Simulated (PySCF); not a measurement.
Job file and geometry (Å, from GFN2-xTB) of an NMR shielding run on `COBC(F)=C(F)F`, C3H4BF3O, GIAO PBE0/pcSseg-1 NMR shielding, non-relativistic, gas phase (PySCF); density fitting, a coarse starting grid and PySCF grid level 2 are the driver's defaults:

```
$ OMP_NUM_THREADS=1 python probes_run.py task.json out

{"job": {"kind": "nmr", "xc": "PBE0", "basis": "pcSseg-1"}, "charge": 0, "multiplicity": 1}
C     -2.113196    -0.625364    -0.014565
O     -0.725015    -0.406988     0.003886
B     -0.136027     0.730252     0.318236
C      1.434258     0.750344     0.275425
F      2.053159     1.918713     0.581726
C      2.238213    -0.267651    -0.031333
F      1.806567    -1.475579    -0.350419
F      3.563671    -0.241400    -0.064575
H     -2.668913     0.266520     0.285831
H     -2.340702    -1.447374     0.667057
H     -2.403815    -0.915435    -1.026386
H     -0.707002     1.713274     0.623248
```

Q: Write the output of this run.

A: 
```
coarse grid: 11168 points
cycle   1  E = -515.5206915701  dE =  1.233e+00  |g| = 9.022e-01  |ddm| = 3.049e+00
cycle   2  E = -515.2572784244  dE =  2.634e-01  |g| = 1.514e+00  |ddm| = 1.547e+00
cycle   3  E = -515.6655812673  dE = -4.083e-01  |g| = 1.024e-01  |ddm| = 1.062e+00
cycle   4  E = -515.6667663643  dE = -1.185e-03  |g| = 6.910e-02  |ddm| = 1.048e-01
cycle   5  E = -515.6674976592  dE = -7.313e-04  |g| = 1.268e-02  |ddm| = 4.728e-02
cycle   6  E = -515.6675237440  dE = -2.608e-05  |g| = 3.795e-03  |ddm| = 1.060e-02
cycle   7  E = -515.6675267501  dE = -3.006e-06  |g| = 9.877e-04  |ddm| = 3.280e-03
final grid: 112344 points
cycle   8  E = -515.7419373812  dE = -3.905e-05  |g| = 1.114e-02  |ddm| = 2.254e-02
cycle   9  E = -515.7419084239  dE =  2.896e-05  |g| = 1.739e-02  |ddm| = 1.536e-02
cycle  10  E = -515.7419598599  dE = -5.144e-05  |g| = 1.220e-03  |ddm| = 9.695e-03
cycle  11  E = -515.7419601851  dE = -3.252e-07  |g| = 2.964e-04  |ddm| = 1.143e-03
cycle  12  E = -515.7419601998  dE = -1.468e-08  |g| = 1.226e-04  |ddm| = 2.610e-04
cycle  13  E = -515.7419602020  dE = -2.154e-09  |g| = 3.704e-05  |ddm| = 9.046e-05
cycle  14  E = -515.7419602023  dE = -2.876e-10  |g| = 7.221e-06  |ddm| = 3.182e-05
converged SCF energy = -515.7419602023

GIAO shielding tensors (ppm)
atom      isotropic    diamagn.    paramagn.     s11        s22        s33       span
  0 C      123.761     242.244    -118.483     90.024     98.811    182.448     92.424
  1 O      158.111     397.121    -239.010    -69.340    172.388    371.286    440.625
  2 B       61.678     196.523    -134.845     44.666     47.687     92.681     48.015
  3 C       45.789     256.785    -210.997     15.234     34.007     88.124     72.890
  4 F      388.524     469.347     -80.823    329.801    379.650    456.121    126.319
  5 C       11.119     249.528    -238.409    -59.428     38.671     54.113    113.541
  6 F      270.504     475.702    -205.198    247.180    266.680    297.652     50.472
  7 F      249.294     468.931    -219.637    208.441    266.482    272.961     64.520
  8 H       27.540      27.962      -0.422     24.844     25.869     31.908      7.064
  9 H       27.280      27.723      -0.443     23.654     25.413     32.772      9.118
 10 H       27.282      27.893      -0.611     23.672     25.381     32.793      9.121
 11 H       26.327      31.074      -4.747     25.517     25.938     27.526      2.009
```

Size and cost of the density-fitted run: 156 basis functions, 31 s wall time on 1 thread of an Arm Neoverse N1, shared host; peak memory 0.79 GiB.
